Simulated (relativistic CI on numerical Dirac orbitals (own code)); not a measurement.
## Crystal-field levels of Ru+, 4d7

Calculated by Dirac-Coulomb-Breit CI, orbitals from a KLI potential per configuration, model QED, valence Slater integrals scaled by 0.85, one configuration in a parametric crystal field (own radial code).

Field parameters in Wybourne normalisation: Td as Oh with Dq negative (B⁴₀ = 21Dq, B⁴₄ = √(5/14) B⁴₀). The field is a parameter set, without covalency.

S is read from ⟨S²⟩ = S(S + 1).

Levels (cm⁻¹, degeneracy): 0 (4), 12198 (4), 12965 (2), 13353 (4), 15122 (2), 15261 (4), 15276 (4), 15428 (2), 18616 (2), 19387 (4), 21236 (2), 21711 (4).

**Question.** Which field gives this pattern?
A. Td, 10Dq = -4000 cm⁻¹
B. Td, 10Dq = -15000 cm⁻¹
C. Td, 10Dq = -2750 cm⁻¹
D. Td, 10Dq = -11350 cm⁻¹

**Answer.** B. Td, 10Dq = -15000 cm⁻¹, ground level with S = 1.50.
